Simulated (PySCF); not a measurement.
LaMe3, C3H9La.
Bonds: La1–C2, La1–C6, La1–C10. Hydrogens: H3, H4, H5 on C2; H7, H8, H9 on C6; H11, H12, H13 on C10.

The calculation used PBE0-D3(BJ)/def2-SVP geometry optimisation, gas phase, def2 core potentials past Kr (PySCF).

(1) List the bond lengths and angles at this level.

Answers

(1) 
```json
{"bond": "La1–C2, La1–C6, La1–C10", "length (bohr)": "4.708"}
{"bond": "C2–H3 and 8 like bonds", "length (bohr)": "2.093"}
```

Bonds in one row agree within 0.02 bohr and their mean is given. A selection of angles:
```json
{"angle": "C2–La1–C6", "degrees": "104.9"}
{"angle": "La1–C2–H3", "degrees": "111.9"}
{"angle": "La1–C2–H4", "degrees": "114.1"}
{"angle": "La1–C2–H5", "degrees": "110.0"}
{"angle": "H3–C2–H4", "degrees": "107.0"}
{"angle": "H4–C2–H5", "degrees": "106.5"}
```

All 3 C–La bonds measure 2.491 Å. La1 (lanthanum bonded to 3 C) is pyramidal (angles 105.0°, 104.9° and 104.7°, sum 314.5°, 1.00 Å off the plane of its three neighbours).

Point group: C3 (every atom within 0.08 Å of its image). PBE0-D3(BJ)/def2-SVP frequencies: not computed here.

Time: 2.6 min wall; peak memory 0.47 GiB. Hardware: Arm Neoverse V2, one thread, no GPU, shared host with 32 logical CPUs at a one-minute load of 25. That covers the optimisation of the geometry.
